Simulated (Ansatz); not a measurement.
`C[Se]CF` + `N#C[Si](F)(F)F` → `C[Se][Si](F)(F)F` + `N#CCF`  (formal exchange of groups at the Se–C bond)

Isolated molecules relaxed with PBE0-D4/def2-TZVP in Ansatz; ΔE leaves out vibrations. CBS: MP2 limit from def2 TZ/QZ plus the TZ coupled-cluster correction, frozen cores. For Se outer-core shells are correlated without core-valence functions, which leaves a few kJ/mol of doubt a bond. Scalar relativity is left out up to krypton. One conformer a species, not always the lowest.

`C[Se]CF`:

Z-matrix (Å, degrees):
```
C
Se 1 1.943
H 1 1.089 2 106.8
H 1 1.089 2 110.3 3 -118.8
H 1 1.088 2 109.9 3 118.7
C 2 1.929 1 97.0 3 -179.2
F 6 1.376 2 112.9 1 72.7
H 6 1.091 2 109.5 1 -47.8
H 6 1.091 2 106.8 1 -167.6
```

`N#C[Si](F)(F)F`:

```xyz
6

N     0.659   -0.261    2.324
C     0.347   -0.137    1.224
Si   -0.147    0.058   -0.518
F    -1.631   -0.400   -0.687
F     0.781   -0.820   -1.417
F    -0.009    1.560   -0.926
```

`C[Se][Si](F)(F)F`:

```xyz
9

C     0.417    0.356    1.497
Se    1.333    0.553   -0.229
Si   -0.321   -0.307   -1.438
F    -0.673   -1.790   -1.025
F     0.089   -0.304   -2.957
F    -1.670    0.497   -1.289
H     1.110    0.746    2.240
H     0.214   -0.693    1.697
H    -0.499    0.942    1.505
```

`N#CCF`:

Cartesian coordinates in Å:
```
N 2.032 -0.112 -0.638
C 0.939 -0.048 -0.290
C -0.441 0.059 0.176
F -1.256 -0.791 -0.522
H -0.791 1.086 0.036
H -0.484 -0.195 1.238
```

```csv
species,HF/CBS(def2) energy (Eh)
`C[Se]CF`,-2578.05167
`N#C[Si](F)(F)F`,-680.00515
`C[Se][Si](F)(F)F`,-3027.20411
`N#CCF`,-230.86938
```

Problem. Work out ΔE.

Solution. ΔE = (-3027.20411) + (-230.86938) − (-2578.05167) − (-680.00515) = -0.01667 Eh = -43.8 kJ/mol. CCSD(T)/CBS gives -39.4 kJ/mol.

Largest T1 diagnostic among the species: 0.013.

From PBE to PBE0 (25 % exact exchange), in def2-TZVPP and without D4, ΔE moves by −3.5 kJ/mol. The D4 term adds −3.1 kJ/mol with B3LYP and −1.7 kJ/mol with PBE0; it sums over pairs of atoms, weighted by their polarisabilities, and B3LYP, whose exchange is more repulsive, gets the larger term.

B3LYP here is the variant with VWN-RPA as its local correlation; programs differ in this.
